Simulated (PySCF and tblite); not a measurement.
The numbers below are computed, except where a source is named.
2 E/Z isomers of C₃H₆BBrO₂, numbered alike:

```json
{"isomer": "A", "SMILES": "[CH3:1]/[C:2]([Br:3])=[CH:4]\\[B:5]([OH:6])[OH:7]", "descriptors": "2=4 E"}
{"isomer": "B", "SMILES": "[CH3:1]/[C:2]([Br:3])=[CH:4]/[B:5]([OH:6])[OH:7]", "descriptors": "2=4 Z"}
```

Protocol: conformer search, at most 5 conformers an isomer, GFN2-xTB geometries, energies B3LYP/def2-SVP (IEF-PCM, acetone) (D3(BJ) added where defined), GIAO shieldings mPW1PW91/pcSseg-1 (IEF-PCM, acetone), weights at 298.15 K with GFN2-xTB thermal terms. Programs: PySCF with density fitting and tblite.

(1) What shifts does each isomer give (ppm)?

(2) Which carbons tell the isomers apart best?

Spin–orbit effects of the heavy atoms on shieldings are missing. H on N, O and S are left out: they exchange, and hydrogen bonds move them by several ppm. At a carbon that bears Br the missing effect is some 10 ppm, beside I tens of ppm. Shifts are unscaled: against experiment ¹³C can be off by 15 ppm or more and ¹H by 0.8 ppm.

Results:

(1) 
A: ¹H (against TMS): 6.03 (H4, 1H), 2.85 (H1, 3H). ¹³C (against TMS): 172.1 (C2), 133.3 (C4), 31.7 (C1).

B: ¹H (against TMS): 6.22 (H4, 1H), 2.55 (H1, 3H). ¹³C (against TMS): 166.4 (C2), 131.4 (C4), 36.8 (C1). H not on carbon is left out.

(2) C2: 172.1 in A, 166.4 in B; C1: 31.7 in A, 36.8 in B ppm.
